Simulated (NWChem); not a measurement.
System meant: C₃HBrF₂; SMILES FC=C=C(F)Br

Here is an NWChem input.

```
start job
memory heap 200 mb stack 900 mb global 1100 mb
geometry units angstroms noautosym nocenter noautoz
  F      0.648534    -3.304766    -0.441022
  C      0.237751    -2.442343     0.503400
  C     -0.239445    -1.241808     0.239306
  C     -0.686298    -0.022599     0.041342
  F     -1.969304     0.296103    -0.140877
  Br     0.438440     1.509352    -0.020066
  H      0.343752    -2.859947     1.521801
end
basis spherical
  F library 6-31g*
  C library 6-31g*
  Br library 6-31g*
  H library 6-31g*
end
dft
  xc m06-2x
  iterations 150
end
property
  shielding
end
task dft property
```

End of the output:

```
 Vector   39  Occ=0.000000D+00  E= 5.710545D-02
              MO Center=  2.5D-03,  7.9D-02,  1.1D-01, r^2= 4.4D+00
   Bfn.  Coefficient  Atom+Function         Bfn.  Coefficient  Atom+Function
  ----- ------------  ---------------      ----- ------------  ---------------
    48      0.979032  4 C  s                 86      0.520824  6 Br py
    85      0.484033  6 Br px                50      0.477518  4 C  py
    84     -0.447665  6 Br s                 35     -0.356643  3 C  px
    21      0.309743  2 C  px                62     -0.292887  5 F  s
    63     -0.264818  5 F  px                46      0.263244  4 C  py

 center of mass
 --------------
 x =   0.02484256 y =   0.19637565 z =  -0.02093747

 moments of inertia (a.u.)
 ------------------
        1778.560100526258          11.882097874073          -0.327320542003
          11.882097874073         408.210254534787          -6.920155263756
          -0.327320542003          -6.920155263756        2114.148747818242

     Multipole analysis of the density
     ---------------------------------

     L   x y z        total         alpha         beta         nuclear
     -   - - -        -----         -----         ----         -------
     0   0 0 0     -0.000000    -36.000000    -36.000000     72.000000

     1   1 0 0      0.165242      0.390391      0.390391     -0.615540
     1   0 1 0     -0.235734     -0.730994     -0.730994      1.226255
     1   0 0 1      0.514736     -0.013513     -0.013513      0.541762

     2   2 0 0    -33.943065   -104.541494   -104.541494    175.139922
     2   1 1 0      0.872657      7.517254      7.517254    -14.161850
     2   1 0 1      0.357052     -0.432072     -0.432072      1.221197
     2   0 2 0    -31.931154   -430.284991   -430.284991    828.638828
     2   0 1 1     -3.068449      1.743925      1.743925     -6.556298
     2   0 0 2    -32.062215    -26.982526    -26.982526     21.902837

          -----------------------------------------
          Chemical Shielding Tensors (GIAO, in ppm)
          -----------------------------------------

 ------------------------------------------------------------------------
  xm06: d2 not coded                    0
 ------------------------------------------------------------------------
 ------------------------------------------------------------------------
  current input line :
    25: task dft property
 ------------------------------------------------------------------------
 ------------------------------------------------------------------------
 This error has not yet been assigned to a category
 ------------------------------------------------------------------------
 For more information see the NWChem manual at https://nwchemgit.github.io

0: xm06: d2 not coded:Received an Error in Communication
```

What is wrong, and how is it mended?

The run crashed. Cause: this functional's second derivatives, which shieldings need, aren't coded here; the fix takes a hybrid GGA instead. This input runs:
```
start job
memory heap 200 mb stack 900 mb global 1100 mb
geometry units angstroms noautosym nocenter noautoz
  F      0.648534    -3.304766    -0.441022
  C      0.237751    -2.442343     0.503400
  C     -0.239445    -1.241808     0.239306
  C     -0.686298    -0.022599     0.041342
  F     -1.969304     0.296103    -0.140877
  Br     0.438440     1.509352    -0.020066
  H      0.343752    -2.859947     1.521801
end
basis spherical
  F library 6-31g*
  C library 6-31g*
  Br library 6-31g*
  H library 6-31g*
end
dft
  xc pbe0
  iterations 150
end
property
  shielding
end
task dft property
```
It converges to -2887.72526 Ha (PBE0/6-31G* (spherical d), GIAO).
